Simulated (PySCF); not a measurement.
O3V, neutral, multiplicity 2. Atoms are numbered in the order given.

```xyz
4

V      0.0370     0.2484     0.0000
O      0.7707    -0.2488     1.3175
O     -1.6476    -0.2167     0.0000
O      0.7707    -0.2488    -1.3175
```
Charge 0, spin multiplicity 2.

Geometry optimised at B3LYP-D3(BJ)/def2-SVP. The spin state was assumed, not searched.

Computed with B3LYP-D3(BJ)/def2-SVP run with PySCF.

Frequencies are harmonic and unscaled.

| mode | ν (cm⁻¹) | IR (km/mol) | moving atoms (share of kinetic energy) |
|---|---|---|---|
| 1 | 178 | 53.8 | O 67 %, V 33 % |
| 2 | 227 | 2.6 | O 86 %, V 14 % |
| 3 | 347 | 9.0 | O 87 %, V 13 % |
| 4 | 636 | 18.7 | O 66 %, V 34 % |
| 5 | 1011 | 136.3 | O 70 %, V 30 % |
| 6 | 1038 | 15.3 | O 87 %, V 13 % |
